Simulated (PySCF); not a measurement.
## Structure from 2D NMR

Compound of formula C5H7N3O2Si. Correlations simulated from computed shifts and the bond graph:

HSQC (one-bond C–H):
| δH | δC |
| --- | --- |
| 10.14 | 160.5 |
| 4.36 | 55.4 |

HMBC (two and three bonds, from the bond graph):
| δH | δC |
| --- | --- |
| 10.14 | 148.7 |
| 4.93 | 169.6, 148.7 |
| 4.36 | 178.5 |

Carbons without hydrogens: δ 178.5, 169.6, 148.7.

Computational details: GFN2-xTB geometry, shielding tensors at PBE0/pcSseg-1 (GIAO), in PySCF (averaged over atoms made equivalent by symmetry, fast rotation or ring inversion, gas phase, single conformer, non-relativistic Hamiltonian).

Shifts are taken against calculated references (same method and geometry level): ¹H (31.72 ppm) and ¹³C (186.93 ppm) against TMS.

Exchangeable hydrogens are left out of these lists.

**Question.** Assemble the structure.

**Answer.** SMILES COC(=O)c1ncnnc1[SiH3].

Mapped SMILES: `[CH3:1][O:2][C:3](=[O:4])[c:5]1[n:6][cH:7][n:8][n:9][c:10]1[SiH3:11]`; H(Xn) means a hydrogen on atom n.

- δC 178.5 is C3, an ester carbonyl carbon.
- δC 169.6 is C10, a substituted aromatic carbon next to a ring nitrogen.
- δC 160.5 is C7, an aromatic CH between two ring heteroatoms (δH 10.14).
- δC 148.7 is C5, a substituted aromatic carbon next to a ring nitrogen.
- δC 55.4 is C1, a methyl carbon bonded to O (δH 4.36).
- HMBC from δH 10.14 reaches the proton-free carbon C5.
- HMBC from δH 4.93 reaches the proton-free carbons C10, C5.
- HMBC from δH 4.36 reaches the proton-free carbon C3.

The shifts were computed for this structure.

Shifts are as computed. Against solution values, carbons near 30 ppm lie about +3 ppm off and those near 130 ppm about +5 ppm. Of 1211 compounds with measured shifts, 218 miss one by over three times the rms of a fit or turn the order of signals round; such compounds aren't used in these exercises.
